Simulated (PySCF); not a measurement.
Job file and geometry (Å, from GFN2-xTB) of an NMR shielding run on `C=N[SiH2][SiH2]NB(C)C`, C3H13BN2Si2, GIAO PBE0/pcSseg-1 NMR shielding, non-relativistic, gas phase in PySCF; density fitting, a coarse starting grid and PySCF grid level 2 are the driver's defaults:

```
$ OMP_NUM_THREADS=1 python probes_run.py task.json out

{"job": {"kind": "nmr", "xc": "PBE0", "basis": "pcSseg-1"}, "charge": 0, "multiplicity": 1}
C      4.427356     0.259453    -0.322635
N      3.461725    -0.336233     0.195576
Si     1.828962    -0.651023    -0.233019
Si     0.633608     0.546180     1.336539
N     -0.946929     0.957794     0.709858
B     -1.947317     0.154563     0.146447
C     -1.708740    -1.405047    -0.021998
C     -3.313368     0.807070    -0.336695
H      4.415162     0.722967    -1.313872
H      5.365083     0.338218     0.223151
H      1.796272    -2.108222    -0.065507
H      1.461718    -0.374950    -1.638028
H      0.436436    -0.174108     2.606595
H      1.190037     1.865824     1.688986
H     -1.176575     1.937456     0.790007
H     -2.638409    -1.968619    -0.054846
H     -1.093085    -1.822122     0.771928
H     -1.189940    -1.603191    -0.959182
H     -4.135170     0.486553     0.302740
H     -3.571716     0.488690    -1.345077
H     -3.304029     1.895690    -0.326736
```

**Question.** Write the output of this run.

**Answer.** 
```
coarse grid: 17776 points
cycle   1  E = -834.7893281224  dE =  6.066e-01  |g| = 6.536e-01  |ddm| = 3.993e+00
cycle   2  E = -834.6953957645  dE =  9.393e-02  |g| = 9.205e-01  |ddm| = 1.404e+00
cycle   3  E = -834.8882505279  dE = -1.929e-01  |g| = 1.605e-01  |ddm| = 9.055e-01
cycle   4  E = -834.8937353228  dE = -5.485e-03  |g| = 3.779e-02  |ddm| = 1.361e-01
cycle   5  E = -834.8940273487  dE = -2.920e-04  |g| = 1.488e-02  |ddm| = 4.154e-02
cycle   6  E = -834.8940757619  dE = -4.841e-05  |g| = 3.154e-03  |ddm| = 1.308e-02
cycle   7  E = -834.8940779198  dE = -2.158e-06  |g| = 5.020e-04  |ddm| = 2.709e-03
final grid: 160504 points
cycle   8  E = -834.9321872200  dE = -3.612e-05  |g| = 9.116e-03  |ddm| = 2.692e-02
cycle   9  E = -834.9321783865  dE =  8.833e-06  |g| = 1.110e-02  |ddm| = 1.711e-02
cycle  10  E = -834.9322068796  dE = -2.849e-05  |g| = 1.332e-03  |ddm| = 9.620e-03
cycle  11  E = -834.9322072468  dE = -3.673e-07  |g| = 3.013e-04  |ddm| = 1.032e-03
cycle  12  E = -834.9322072634  dE = -1.654e-08  |g| = 1.295e-04  |ddm| = 3.104e-04
cycle  13  E = -834.9322072669  dE = -3.546e-09  |g| = 3.547e-05  |ddm| = 1.231e-04
cycle  14  E = -834.9322072672  dE = -2.533e-10  |g| = 6.143e-06  |ddm| = 3.191e-05
converged SCF energy = -834.9322072672

GIAO shielding tensors (ppm)
atom      isotropic    diamagn.    paramagn.     s11        s22        s33       span
  0 C       15.570     251.469    -235.898    -78.906     -0.576    126.193    205.099
  1 N     -149.650     334.208    -483.858   -574.536   -178.568    304.154    878.690
  2 Si     402.018     883.146    -481.128    353.307    388.404    464.343    111.036
  3 Si     401.860     882.078    -480.218    362.302    385.244    458.032     95.730
  4 N      167.279     325.036    -157.757     78.732    207.217    215.887    137.155
  5 B       49.860     191.619    -141.758     12.531     24.545    112.505     99.974
  6 C      182.816     256.598     -73.782    172.747    183.662    192.039     19.292
  7 C      176.082     252.503     -76.421    165.826    167.448    194.971     29.145
  8 H       23.000      30.424      -7.424     21.067     22.385     25.549      4.481
  9 H       23.144      25.871      -2.727     21.898     22.761     24.772      2.874
 10 H       26.085      31.220      -5.135     23.221     25.995     29.038      5.817
 11 H       26.539      32.672      -6.132     23.381     26.280     29.958      6.577
 12 H       26.383      30.526      -4.143     22.920     24.908     31.320      8.399
 13 H       26.996      31.055      -4.059     23.443     26.052     31.491      8.048
 14 H       28.071      33.506      -5.435     21.156     28.474     34.582     13.426
 15 H       31.151      31.200      -0.049     26.722     29.657     37.073     10.351
 16 H       31.374      34.475      -3.101     26.911     31.084     36.126      9.215
 17 H       31.690      34.271      -2.581     27.348     30.629     37.094      9.746
 18 H       31.162      28.660       2.502     27.672     28.924     36.892      9.220
 19 H       31.114      30.677       0.437     27.360     29.659     36.324      8.964
 20 H       31.775      31.180       0.594     27.611     30.421     37.293      9.682
```

Size and cost of the density-fitted run: 215 basis functions, 40 s wall time on 1 thread of an Arm Neoverse V2, shared host; peak memory 0.96 GiB.
